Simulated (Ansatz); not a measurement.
Molecule: sum formula NbOF2, charge 0, multiplicity 2. The spin state was set by rule; other spins were not relaxed. 
Geometry from a B3LYP-D3(BJ)/def2-TZVP (Ansatz, a quantum-chemistry and plane-wave program) optimisation:
```
Nb
O 1 1.6988
F 1 1.8876 2 114.23
F 1 1.8876 2 114.23 3 -160.61
```
Charge 0, spin multiplicity 2.

Total electronic energies in hartree. Valence correlation only, unless marked. Open shells are spin-unrestricted. No spin-orbit coupling. Frozen are the shells of the preceding noble gas and the d and f shells that filled before the atom's block. Past Kr the def2 sets carry scalar-relativistic core potentials. STO-3G rows are all-electron and non-relativistic. CBS marks a two-point X^-3 extrapolation of the correlation energy; Hartree-Fock from the larger set. [CCSD(T)-MP2]/basis is that difference in the basis named.

```csv
level,program,energy (Eh)
HF/def2-QZVPP,Ansatz,-330.42239
HF/def2-QZVPPD,Ansatz,-330.42266
RI-HF/def2-QZVPP,Ansatz,-330.42234
PBE-D3(BJ)/def2-TZVPD,Ansatz + dftd3,___
r2SCAN/def2-TZVPD,Ansatz,-332.11152
PBE0/STO-3G,Ansatz,-3988.43497
LC-wPBE-D3(BJ)/def2-TZVPD,Ansatz + dftd3,-332.04388
B2GP-PLYP/def2-TZVPD,Ansatz,___
RPA@PBE/def2-QZVPP,Ansatz,-331.82245
MP2/def2-SVP,Ansatz,-330.75279
MP2/def2-SVPD,Ansatz,-330.80630
MP2/def2-TZVPP,Ansatz,-331.32285
CCSD/def2-SVP,Ansatz,-330.73217
"RI-MP2/CBS(def2-TZVPP,def2-QZVPP)+[CCSD(T)-MP2]/def2-SVP",Ansatz,-331.4725
"RI-MP2/CBS(def2-TZVPP,def2-QZVPP)+[CCSD(T)-MP2]/def2-TZVPP",Ansatz,-331.4797
```

Q: Some entries are withheld; supply them.

A: 
- PBE-D3(BJ)/def2-TZVPD, energy (Eh): -331.96347
- B2GP-PLYP/def2-TZVPD, energy (Eh): -331.79121
